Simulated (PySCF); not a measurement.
C₇H₁₂N (doublet state).
Structure used (GFN2-xTB), in Å, numbered top down from 1:
```xyz
20
C7H12N angstrom
C     -0.7472   -1.6562    0.9965
C     -0.8845   -0.6664   -0.0809
C     -2.2895    0.0197    0.0144
C     -2.5168    0.8823   -1.1102
N     -2.6783    1.5578   -2.0194
C      0.2024    0.4153   -0.0055
C      1.5932   -0.1633   -0.2531
C      2.6698    0.9087   -0.1474
H     -0.5196   -1.3327    1.9946
H     -0.9816   -2.6903    0.8370
H     -0.8346   -1.1644   -1.0559
H     -3.0722   -0.7428    0.0346
H     -2.3457    0.6066    0.9343
H     -0.0054    1.1889   -0.7484
H      0.1774    0.8807    0.9832
H      1.7846   -0.9547    0.4757
H      1.6262   -0.6143   -1.2474
H      2.5003    1.6912   -0.8836
H      3.6543    0.4816   -0.3221
H      2.6621    1.3631    0.8411
```

The hyperfine couplings belong to this conformer and change with its torsions.

The species is `[CH2][C@@H](CC#N)CCC` [radical].

Level of theory: UKS B3LYP, pcH-1 on C H N, non-relativistic, mean-field spin-orbit, GIAO in PySCF. One conformer (not necessarily the lowest) at the GFN2-xTB geometry, without solvent, vibrations or thermal averaging. Couplings are sensitive to structure, and on GFN2-xTB geometries they can be far from those on DFT ones. No stability test was run, so a lower SCF solution isn't excluded.

(1) Break the g tensor into its mass correction, gauge correction and orbital-Zeeman/spin–orbit terms.

(2) Average each term over the three axes. Which is largest in size?

(3) At 34.175 GHz, how far is the centre of the isotropic spectrum from where a free electron (g = 2.002319) resonates?

(4) What are the electron Larmor frequencies g μB B/h along the three axes at 330 mT?

(5) In a frozen sample, at which fields do the three g values resonate at 9.5, 34, 94 and 263 GHz (hyperfine left aside), and which band first spreads them over more than twice a line width of 0.3 mT?

Results:

(1) 
| Δg (ppm) | 1 | 2 | 3 |
| --- | --- | --- | --- |
| relativistic mass correction | -146 | -146 | -146 |
| gauge correction | 7 | 44 | 29 |
| orbital Zeeman/spin–orbit | -9 | 501 | 649 |
| total | -148 | 399 | 532 |

So g = 2.00217, 2.00272, 2.00285 and g_iso = 2.00258; the tensor is rhombic: the two nearest values differ by 20 % of g3 − g1. Axes: g2 points within 3° of the C1–C2 bond.

(2) The orbital-Zeeman/spin–orbit term 380, the mass correction -146 and the gauge correction 27 ppm, for a total of 261 ppm. The orbital-Zeeman/spin–orbit term is the largest in size. The mass correction is the same along every axis, so the anisotropy comes from the other two: their spans along these axes are 37 (gauge) and 658 ppm (orbital Zeeman/spin–orbit).

(3) B = hν/(g μB) with μB/h = 13.99624 MHz/mT gives 1219.45 mT for the free electron and 1219.29 mT at g_iso, 0.16 mT lower.

(4) 9.2476, 9.2501, 9.2507 GHz for g1, g2 and g3, a range of 3.1 MHz.

(5) 
```
band    GHz  B(g3) mT  B(g2) mT  B(g1) mT  spread mT
   X    9.5    338.89    338.92    339.01       0.12
   Q   34.0   1212.88   1212.96   1213.29       0.41
   W   94.0   3353.26   3353.49   3354.40       1.14
   J  263.0   9382.00   9382.63   9385.19       3.19
```

The spread grows in proportion to the frequency. W band is the first where it exceeds 0.6 mT.

Largest spin populations (Mulliken): C1 (+1.08) and C2 (-0.08). No atom but C1 exceeds +0.15. The angles at C1 add up to 359.6°, so it is planar; its axial dipolar tensor and the negative couplings of its protons fit spin in a p orbital normal to that plane.

The HOMO–LUMO gaps are 6.82 eV among the α and 6.64 eV among the β orbitals.

Time: 1.8 min wall (with the writing of density and orbital grids); peak memory 1.1 GiB. Hardware: one thread, Arm Neoverse V1 (aarch64), shared host.
